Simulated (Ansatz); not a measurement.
A nudged elastic band was laid between two geometries of a periodic cell of 17 atoms, CuSi$_{16}$ (host Si, host structure diamond, interstitial Cu), cell charge +1.

Level of theory: DFT PBE, scalar-relativistic, plane waves, PAW (Ansatz 0.2.0). Settings: PAW set soft_1, cutoff 420 eV, k mesh 2x2x2, fermi-dirac smearing 0.05 eV, no spin polarisation.

| Quantity | Value |
| --- | --- |
| movable images | 3 |
| climbing image | yes |
| spring | 5.0 eV/Å² |
| optimiser | lbfgs |
| start path | straight line |
| force threshold | 0.05 eV/Å |
| iteration limit | 65 |
| end points | relaxed |

First end point:

```xyz
17
Lattice="0.0000 5.4300 5.4300 5.4300 0.0000 5.4300 5.4300 5.4300 0.0000" Properties=species:S:1:pos:R:3
Si 0.039 0.040 0.005
Si 1.493 1.495 1.222
Si 2.836 2.841 -0.122
Si 4.068 4.071 1.417
Si 2.710 0.040 2.675
Si 4.014 1.325 4.131
Si 5.384 2.650 2.760
Si 6.728 4.071 4.076
Si 0.040 2.714 2.675
Si 1.326 4.015 4.133
Si 2.649 5.387 2.762
Si 4.068 6.735 4.077
Si 2.663 2.662 5.482
Si 4.012 4.015 6.820
Si 5.383 5.387 5.496
Si 6.740 6.742 6.835
Cu 5.578 5.585 2.566
```

Last end point:

```xyz
17
Lattice="0.0000 5.4300 5.4300 5.4300 0.0000 5.4300 5.4300 5.4300 0.0000" Properties=species:S:1:pos:R:3
Si -0.046 -0.045 -0.046
Si 1.306 1.306 1.306
Si 2.656 2.658 -0.031
Si 4.026 4.031 1.293
Si 2.657 -0.031 2.657
Si 4.028 1.293 4.028
Si 5.372 2.715 2.713
Si 6.783 4.114 4.113
Si -0.031 2.658 2.656
Si 1.293 4.030 4.027
Si 2.710 5.379 2.710
Si 4.112 6.787 4.112
Si 2.713 2.714 5.372
Si 4.113 4.114 6.783
Si 5.565 5.568 5.565
Si 6.908 6.914 6.908
Cu 4.219 4.229 4.220
```

Q: Which bonds break or form, and what moves?

A: Contacts lost: Si1–Cu17, Si2–Cu17, Si5–Cu17, Si9–Cu17. Contacts made: Si13–Cu17, Si14–Cu17. The atom that moves furthest is Cu17, by 2.53 Å.

Q: Give the energies along the band, and the barrier.

A: The forces met the threshold. The highest image is number 2 of 0 to 4, 0.035 eV above the ends, which have the same energy within 2 meV. A structure lower than the last end lies on the path between it and the top, so the climb from that side starts below the end, which may itself be a saddle point or a shallow side well. By the program's own check the climbing image is a first-order saddle point (lowest curvatures found: -0.56 and 0.96 eV/Å²). Limits of this set-up: coarse k mesh, charged cell in a uniform background, uncorrected.

| image | path coordinate (Å) | energy (eV) | Si1–Cu17 (Å) | Si2–Cu17 (Å) | Si5–Cu17 (Å) |
| --- | --- | --- | --- | --- | --- |
| 0 | 0.00 | 0.000 | 2.57 | 2.33 | 2.57 |
| 1 | 0.90 | 0.001 | 2.94 | 2.52 | 2.94 |
| 2 | 1.80 | 0.035 | 3.51 | 3.29 | 3.52 |
| 3 | 2.47 | -0.012 | 4.03 | 4.05 | 4.01 |
| 4 | 3.14 | 0.000 | 4.57 | 4.59 | 4.33 |

Q: What is the geometry of the highest image?

A: 
```xyz
17
Lattice="0.0000 5.4300 5.4300 5.4300 0.0000 5.4300 5.4300 5.4300 0.0000" Properties=species:S:1:pos:R:3
Si -0.048 -0.045 -0.009
Si 1.228 1.230 1.492
Si 2.568 2.570 0.133
Si 4.007 4.010 1.275
Si 2.730 -0.046 2.761
Si 4.122 1.346 4.027
Si 5.482 2.644 2.652
Si 6.863 4.023 4.137
Si -0.049 2.733 2.761
Si 1.343 4.125 4.027
Si 2.641 5.485 2.652
Si 4.021 6.866 4.137
Si 2.845 2.848 5.297
Si 4.121 4.124 6.797
Si 5.495 5.498 5.511
Si 6.934 6.937 6.657
Cu 4.754 4.757 3.391
```

The band took 19 iterations and of the order of 13 core-minutes.

The run took 13 min on 1 thread of Intel(R) Xeon(R) Platinum 8259CL CPU @ 2.50GHz (Skylake/Cascade Lake), on a shared host, peak memory 0.9 GiB.
